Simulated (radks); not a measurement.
Pt23+, 55 electrons, occupied as [Kr] 4d10 4f9.

All-electron calculation, Dirac Kohn-Sham, LB94 model potential, spin-unpolarised, spherical densities, finite nucleus; open shells fill j = l - 1/2 first; Fermi nuclear charge, rms radius 5.427 fm. Program: a radial shooting solver on a logarithmic mesh with Libxc functionals.

Energy parts (hartree):
| part | energy |
|---|---|
| kinetic | 20901.4293 |
| electron-nucleus | -44492.3395 |
| Hartree | 5703.8638 |
(The LB94 potential has no energy functional, so no total or exchange-correlation energy is given.)

Orbitals (lengths in bohr, moments of r in powers of bohr):
orbital,occ.,eigenvalue (hartree),<r>,small-component weight
1s1/2,2,-2911.014,0.01713,8.76e-02
2s1/2,2,-532.1577,0.07158,2.00e-02
2p1/2,2,-511.6525,0.05892,2.02e-02
2p3/2,4,-447.6025,0.06736,1.80e-02
3s1/2,2,-144.1295,0.1861,6.68e-03
3p1/2,2,-134.8014,0.1762,6.64e-03
3p3/2,4,-120.7008,0.1915,6.01e-03
3d3/2,4,-105.0159,0.1669,5.91e-03
3d5/2,6,-101.9686,0.1716,5.73e-03
4s1/2,2,-49.14094,0.4072,2.34e-03
4p1/2,2,-45.15497,0.4080,2.27e-03
4p3/2,4,-41.60996,0.4386,2.03e-03
4d3/2,4,-35.01359,0.4399,1.87e-03
4d5/2,6,-34.32179,0.4493,1.81e-03
4f5/2,6,-25.89506,0.4429,1.54e-03
4f7/2,3,-25.72838,0.4471,1.52e-03
5s1/2,0,-23.69963,0.7863,9.25e-04
5p1/2,0,-22.06065,0.8071,8.84e-04
5p3/2,0,-20.93344,0.8498,8.28e-04

The highest occupied level is 4f7/2 at -700.10 eV. For comparison, the ionisation energy in NIST's Atomic Spectra Database is 710 eV (theoretical). In exact Kohn-Sham theory the highest level is minus the ionisation energy, but local and semilocal functionals leave it too shallow, through self-interaction and a potential that decays too fast; potentials with the right tail come closer.

Beside tabulated values, note that spin-unpolarised runs miss the spin-polarisation part of the exchange energy of open shells.
